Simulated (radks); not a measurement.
Method: scalar-relativistic Kohn-Sham, LDA (Slater exchange, Perdew-Wang correlation), spin-unpolarised, spherical densities, finite nucleus; Fermi nuclear charge, rms radius of each element as measured or else 0.836 A^(1/3) + 0.57 fm; computed with a radial shooting solver on a logarithmic mesh with Libxc functionals. Response by self-consistent Sternheimer equations with the Hartree and adiabatic LDA kernel, the relativistic mass of each level held fixed and spin-orbit coupling left out. Rank Cl7+, Al3+, S6+, Ar8+, Ne, Si4+, P5+, Mg2+ (NIST ground configurations) by static dipole polarisability, largest first.

Answer. Ne 3.057, Mg2+ 0.5135, Al3+ 0.2831, Si4+ 0.1713, P5+ 0.1106, S6+ 0.07490, Cl7+ 0.05270, Ar8+ 0.03824 bohr^3.
